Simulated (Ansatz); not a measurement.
Mg2Se2⁺. Charge 1, multiplicity 2. Geometry r2SCAN-D4/def2-SVP; atoms count from 1.

```
atom   x (Å)   y (Å)   z (Å)
 Mg1  -0.764  -0.110   0.606
 Mg2   2.268   0.342  -1.778
 Se3   1.298   1.172   0.209
 Se4  -2.802  -1.405   0.963
```

Another isomer (doublet) lies 1.28 eV lower at PBE0-D4/def2-TZVP; other spin states weren't run for this one.

Estimate the Mulliken populations from the PBE0/def2-TZVP orbitals of Ansatz.


```
atom  charge (e)  spin (α − β)
 Mg1        0.74         -0.01
 Mg2        0.90          0.00
 Se3       -0.39          0.00
 Se4       -0.25          1.01
```
Mulliken values and Mayer orders depend strongly on the basis.

Where does the spin sit?

Summed by element: Mg -0.01, Se 1.01, of 1 unpaired in all. Largest on single atoms: Se4 1.01, Mg1 -0.01, Mg2 0.00.

And the Mayer bond orders between bonded heavy atoms (over 0.3)?

Mg1–Se3 0.70 (2.46 Å); Mg1–Se4 1.14 (2.44 Å); Mg2–Se3 1.40 (2.36 Å).
